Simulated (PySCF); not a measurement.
**How methods differ on the ionisation energy of W**

W [Xe] 4f14 5d4 6s2 (5D) → W⁺ [Xe] 4f14 5d4 6s1 (6D), as a difference of total energies. Computed with PySCF 2.14 in cc-pVDZ-PP with ECP60MDF, with a scalar-relativistic core potential. Correlated levels: valence: 5s2 5p6 frozen. The calculations carry no spin-orbit coupling.

Q: Order these methods by the ionisation energy they give, lowest first.
A. M06-2X
B. MN15
C. SCS-MP2 (valence)
D. UHF

A: D (5.912 eV), C (7.262 eV), B (7.935 eV), A (8.209 eV).

Errors of the correlated levels include the incompleteness of this basis and the frozen core.

MP2 underrates the near-degeneracy of ns² with np² in the lower species.

For comparison: 7.825 eV (measured; NIST levels, between the centres of gravity of the two terms).
